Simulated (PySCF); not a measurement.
A species of formula CH11PSi3 has this rotational fingerprint, computed with PySCF 2.14.0, PBE0-D3(BJ)/def2-SVP geometry optimisation, gas phase:

* Rotational constants: A = 1699, B = 1291, C = 905.0 MHz
* Dipole components: |μa| = 1.26 D, |μb| = 0.27 D, |μc| = 0.95 D
* Inertial defect: -130.51 u·Å²
* κ: -0.03

Question: Which structure is it? (One computed conformer of each.)
A. `[SiH3:1][SiH2:2][CH2:3][SiH2:4][PH2:5]` with Si1–Si2–C3–Si4 86°, Si2–C3–Si4–P5 -51°, C3–Si4–P5–H -166° and -72°
B. `[SiH3:1][CH2:2][Si@@H:3]([SiH3:4])[PH2:5]` with Si1–C2–Si3–Si4 -55°, C2–Si3–P5–H 44° and -50°
C. `[SiH3:1][CH2:2][SiH2:3][PH:4][SiH3:5]` with Si1–C2–Si3–P4 -51°, C2–Si3–P4–Si5 -63°

Answer: B. It is [SiH3]C[Si@@H]([SiH3])P, an asymmetric top, point group C1. The candidates at the same level (rigid rotor, commonest isotopes):

| SMILES | A (MHz) | B (MHz) | C (MHz) | μa (D) | μb (D) | μc (D) | Δ (u·Å²) | point group | rotor |
| --- | --- | --- | --- | --- | --- | --- | --- | --- | --- |
| [SiH3][SiH2]C[SiH2]P | 2241 | 1121 | 812.2 | 0.63 | 0.87 | 1.01 | -54.09 | C1 | asymmetric top |
| [SiH3]C[Si@@H]([SiH3])P | 1699 | 1291 | 905.0 | 1.26 | 0.27 | 0.95 | -130.51 | C1 | asymmetric top |
| [SiH3]C[SiH2]P[SiH3] | 2360 | 1073 | 944.0 | 0.05 | 0.30 | 1.39 | -149.68 | C1 | asymmetric top |

`[SiH3][SiH2]C[SiH2]P` has A 32 % too high; `[SiH3]C[SiH2]P[SiH3]` has A 39 % too high. No structure here is proved a minimum.
